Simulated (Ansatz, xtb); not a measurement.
Molecule: sum formula SiOBr, net charge 0, doublet state. It need not be the lowest isomer of its formula. 
Geometry from a B3LYP-D3(BJ)/def2-TZVP (Ansatz, a quantum-chemistry and plane-wave program) optimisation:
```xyz
3

Si     1.2025    -0.3392    -0.2212
O      1.7514    -0.1053    -1.6256
Br    -0.8813     0.1597     0.4601
```
Charge 0, spin multiplicity 2.

Harmonic wavenumbers from GFN2-xTB (xtb, at its own minimum), cm⁻¹: 194, 363, 1382.

Give the harmonic wavenumbers at B3LYP-D3(BJ)/def2-TZVP (Ansatz, finite differences of forces, unscaled).

195, 379, 1171 cm⁻¹. Zero-point energy 2.5 kcal/mol.

From these and the geometry, give the ideal-gas thermochemistry at 298.15 K and 1 atm (rigid rotor, harmonic oscillator).

Point group Cs, rotational symmetry number 1. Rotational constants 45.88, 2.454, 2.329 GHz. S(trans) 40.36, S(rot) 24.62, S(vib) 3.27, S(elec, spin only) 1.38, S 69.6 cal/(mol K). H(298) - H(0) 2.95 kcal/mol; G - E(el) -15.3 kcal/mol.
